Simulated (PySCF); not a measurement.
Levels of Ba²⁷⁺ from EOM-EA-GCCSD

Reference: closed-shell Ba²⁸⁺, [Ar] 3d10; one electron is added. Calculated with PySCF 2.14, two-component X2C-1e with screened spin-orbit coupling, an uncontracted even-tempered set (19 s from 1.4 bohr⁻², ratio 2.6; 15 p from 1.9 bohr⁻², ratio 2.6; 10 d from 1.9 bohr⁻², ratio 2.6; 6 f from 1.9 bohr⁻², ratio 2.8); frozen [Ar]; the 100 highest virtual spinors dropped; of the others 70 kept and the rest restored at second order. No Breit or QED terms. Binding energies in eV.

| level | Koopmans | second order | EOM-CCSD |
| --- | --- | --- | --- |
| 4s1/2 | 975.24 | 976.53 | 976.48 |
| 4p1/2 | 917.67 | 918.91 | 918.87 |
| 4p3/2 | 894.60 | 895.76 | 895.72 |

Electric-dipole lines between these computed levels:

```json
{"lower": "4s1/2", "upper": "4p1/2", "ΔE (eV)": "57.614", "vacuum wavelength (nm)": "21.52"}
{"lower": "4s1/2", "upper": "4p3/2", "ΔE (eV)": "80.764", "vacuum wavelength (nm)": "15.35"}
```

For comparison, the ionisation energy of Ba²⁷⁺ is 976.62 ± 0.11 eV (semi-empirical (NIST evaluation); NIST Atomic Spectra Database, ionization energies).
